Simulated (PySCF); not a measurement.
**Radial density of Sn(2+) (tin, charge +2)**

TPSS, [Kr] 4d9 5s2 6s1, high-spin 3D determinant (an excited configuration). Calculation: PySCF 2.14, in aug-cc-pwCVTZ-DK3; the spin-free X2C one-electron Hamiltonian (Gaussian nucleus).

| r (bohr) | 4πr²ρ (e/bohr) | 4πr²(ρα − ρβ) |
| --- | --- | --- |
| 0.0304 | 58.67 | 0.0006 |
| 0.0511 | 59.91 | 0.0085 |
| 0.0859 | 82.32 | 0.0646 |
| 0.145 | 61.07 | 0.2307 |
| 0.243 | 66.71 | 0.2853 |
| 0.409 | 37.02 | 0.0082 |
| 0.688 | 22.39 | 0.9233 |
| 1.16 | 13.10 | 0.8870 |
| 1.95 | 2.593 | 0.1715 |
| 3.27 | 0.3857 | 0.1324 |
| 5.51 | 0.2350 | 0.2329 |
| 9.26 | 0.003803 | 0.0038 |

Densities and radii are taken from the X2C orbitals without a picture-change correction, which distorts them close to the nucleus.

The outer electron is Rydberg-like, and this basis confines it to a smaller radius and binds it less than a complete one would.
